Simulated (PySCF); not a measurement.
Sn(Br)2 anion (Br2Sn), SMILES [Br][Sn][Br] (connectivity only; charge and spin as stated), charge -1, multiplicity 2.

The structure is a stationary point at r2SCAN-D4/def2-SVPD. The multiplicity is an assumed one; other spin states were not compared. The isomer is the one that the SMILES or the coordinates give; other isomers of the formula were not compared. The def2 effective core potentials stand for the cores of Sn; spin–orbit coupling is left out.

Two levels are set side by side: PBE/def2-TZVPD (PySCF) and M06-2X/def2-TZVPD (PySCF). Same geometry, gas phase. Differences are taken from unrounded values.

```json
[
 {"quantity": "α-spin orbital gap (eV)", "PBE": "1.46"},
 {"quantity": "β-spin orbital gap (eV)", "PBE": "3.59"},
 {"quantity": "mean polarisability (bohr³)", "PBE": "136.0"}
]
```

### Question
These are the PBE values. What does M06-2X give? (Estimate from the structure and the level; the computed values follow.)

### Answer

| quantity | M06-2X | PBE minus M06-2X |
|---|---|---|
| α-spin orbital gap (eV) | 4.45 | -2.98 |
| β-spin orbital gap (eV) | 6.29 | -2.70 |
| mean polarisability (bohr³) | 123.1 | 12.8 |

Loosely held outer electrons make PBE densities more polarisable. Differences between two approximate levels are no errors against the true value.

Rough cost on one machine, each run with all the roots and properties that it gave: M06-2X against PBE within a factor of 2.
